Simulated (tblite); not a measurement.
Species: C3H9BrO2Si2.
Cartesian coordinates in Å at the GFN2-xTB level; atoms count from 1:
```
atom  x, y, z in Å
Si1    2.7527    1.0993   -0.3441
C2     1.6023    0.3606    0.9900
O3     0.4155   -0.0540    0.3398
Si4   -0.3627   -1.4627    0.4432
O5    -1.5134   -1.4675   -0.7096
C6    -2.5290   -0.6555   -1.0009
C7    -2.7603    0.5159   -0.4273
Br8   -4.2337    1.5682   -0.9302
H9     2.0376    2.1841   -1.0126
H10    3.9522    1.5966    0.3331
H11    3.0942    0.0393   -1.2909
H12    1.3290    1.0982    1.7502
H13    2.0580   -0.4838    1.5126
H14    0.4252   -2.6038    0.0057
H15   -0.9598   -1.6198    1.7706
H16   -3.1749   -1.0449   -1.7806
H17   -2.1399    0.9421    0.3413
```

Calculated harmonic vibrations of the isolated species, GFN2-xTB (tblite), most abundant isotopes, no scaling. Errors from tens to a few hundred cm⁻¹ against measured bands are possible. Modes of hydrogen on silicon can be 10 to 20 % off. One conformer, not necessarily the lowest. The optimisation stopped once no atom felt more than 0.01 eV/Å.

Lowest wavenumbers of the output (negative numbers stand for imaginary wavenumbers):
```
mode    cm-1
  1     -20.9
  2      24.3
  3      57.5
  4      66.8
  5      96.7
  6     105.4
  7     159.2
  8     207.6
  9     215.8
 10     254.7
```

Is this structure a minimum?

Not by this Hessian. 1 mode is imaginary beyond 20i (21i cm⁻¹), so at this level the point lies at or near a first-order saddle. The curvature is small, so loose convergence or finite differences may be the whole cause.

Which atoms move in the imaginary mode?

21i: Si1 (SiH3 silicon) 30 %, C2 (sp3 carbon bound to oxygen) 15 %, O3 (silyl ether oxygen) 12 %. These are shares of the mass-weighted motion.

What is the remedy?

Step along that mode in both directions, optimise again with tighter thresholds and repeat the frequencies. The zero-point energy of this point (67.8 kcal/mol) counts the 44 real modes alone, and thermal corrections from it aren't those of a minimum.

On one thread of an Arm Neoverse N1, no GPU, shared host, this took 1.4 s. The figure is for the frequency step alone.
